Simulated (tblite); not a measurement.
Compound: CH6NSi4 (doublet state).
Numbering: `[N:1]#[C:2][Si@@H:3]1[SiH:4][SiH2:5][SiH2:6]1` (hydrogens: H7 on Si3; H8 on Si4; H9, H10 on Si5; H11, H12 on Si6)

Computed geometry: GFN2-xTB, gas phase. This method treats the open shell by occupation alone, without spin polarisation.

What internal coordinates does the optimisation give?

```
   bond  length (Å)
  N1≡C2       1.148
 C2–Si3       1.864
Si3–Si4       2.345
Si4–Si5       2.346
Si5–Si6       2.347
Si3–Si6       2.357
 Si3–H7       1.476
 Si4–H8       1.477
 Si5–H9       1.472
Si5–H10       1.470
Si6–H11       1.468
Si6–H12       1.463
```

A selection of angles:
```
      angle  degrees
  N1–C2–Si3    177.2
 C2–Si3–Si4    108.0
 C2–Si3–Si6    112.4
  C2–Si3–H7     99.5
Si4–Si3–Si6     88.2
 Si4–Si3–H7    130.0
 Si6–Si3–H7    118.9
Si3–Si4–Si5     91.8
 Si3–Si4–H8    121.4
 Si5–Si4–H8    124.2
Si4–Si5–Si6     88.4
 Si4–Si5–H9    120.5
Si4–Si5–H10    113.1
 Si6–Si5–H9    115.1
Si6–Si5–H10    117.4
 H9–Si5–H10    103.1
Si5–Si6–H11    114.8
Si5–Si6–H12    117.0
Si3–Si6–Si5     91.5
Si3–Si6–H11    112.7
Si3–Si6–H12    116.5
H11–Si6–H12    104.6
```

Dihedral angles: C2–Si3–Si4–Si5 -117° (anticlinal); Si3–Si4–Si5–Si6 4° (synperiplanar); Si4–Si5–Si6–Si3 -4° (synperiplanar); C2–Si3–Si6–Si5 112° (anticlinal).

Si3 (silicon bonded to C, 2 Si and H) has angles from 88.2° to 130.0°. Si6 (silicon bonded to 2 Si and 2 H) has angles from 91.5° to 117.0°. Si4 (silicon bonded to 2 Si and H) is pyramidal (angles 124.2°, 121.4° and 91.8°, sum 337.3°, 0.52 Å off the plane of its three neighbours). The 4-membered ring Si3–Si4–Si5–Si6 has internal angles of 88.2° to 91.8° (sum 360°, against 360° for a flat polygon); it is slightly puckered (a soft mode that the optimisation may not have finished), 0.04 Å rms from its mean plane, widest ring torsion 4°. Si5 (silicon bonded to 2 Si and 2 H) has angles from 88.4° to 120.5°.

Its GFN2-xTB frequencies are all real (lowest 46 cm⁻¹).
